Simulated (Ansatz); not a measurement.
Two isomers of C2H7NOSn: A = `C[O][SnH2][CH]=N`, B = `[CH3][SnH2][O]C=N`.

Isolated molecules relaxed with PBE0-D4/def2-TZVP in Ansatz; ΔE leaves out vibrations. CBS: MP2 limit from def2 TZ/QZ plus the TZ coupled-cluster correction, frozen cores. Functionals use def2-TZVPP. B3LYP here is the variant with VWN-RPA as its local correlation; programs differ in this. Elements past krypton have def2 core potentials. For Sn outer-core shells are correlated without core-valence functions, which leaves a few kJ/mol of doubt a bond. Each species was taken in one conformer, which may not be the lowest.

Task: Which isomer does CCSD(T)/CBS put lower? Give the gap. (An estimate is asked.)

Result: Ansatz gave: B, by 106.6 kJ/mol.

Task: Give E(B) − E(A) in kJ/mol with CCSD/def2-TZVPP, r2SCAN-D4, B2PLYP, PBE0-D4, B3LYP-D4, ωB97M-V, CCSD(T)/def2-TZVPP. (An estimate is asked.)

Result: Computed: CCSD/def2-TZVPP -105.0, r2SCAN-D4 -114.3, B2PLYP -107.3, PBE0-D4 -112.2, B3LYP-D4 -105.0, ωB97M-V -109.3, CCSD(T)/def2-TZVPP -106.2. None reverses the order clearly.

Largest T1 diagnostic: 0.014.
